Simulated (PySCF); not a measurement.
B(H)(NHMe)2 (C2H9BN2), SMILES N(BNC)C.

Geometry optimised at PBE0-D3(BJ)/def2-SVP. The structure was generated by enumeration, and PubChem lists no compound with its InChIKey, so it may never have been made. One conformer was computed; it need not be the lowest.

Two levels are set side by side: TDDFT-PBE/def2-SVPD (PySCF) and TDDFT-LC-ωPBE/def2-SVPD (PySCF). Vertical, same geometry. The lowest singlet is HOMO→LUMO 100 % with PBE and HOMO→LUMO 82 % with the other functional; states are paired by order. Differences are taken from unrounded values.

| quantity | TDDFT-LC-ωPBE | TDDFT-PBE | TDDFT-PBE minus TDDFT-LC-ωPBE |
|---|---|---|---|
| lowest singlet excitation (eV) | 6.53 | 4.94 | -1.58 |
| lowest triplet excitation (TDA) (eV) | 6.22 | 4.85 | -1.37 |
| first bright state (f over 0.05) (eV) | 7.53 | 6.43 | -1.10 |
| its oscillator strength | 0.28 | 0.20 | -0.08 |

A lower first singlet is the usual sign of a functional without exact exchange. Differences between two approximate levels are no errors against the true value.

Rough cost on one machine, each run with all the roots and properties that it gave: TDDFT-LC-ωPBE against TDDFT-PBE about 6 times.
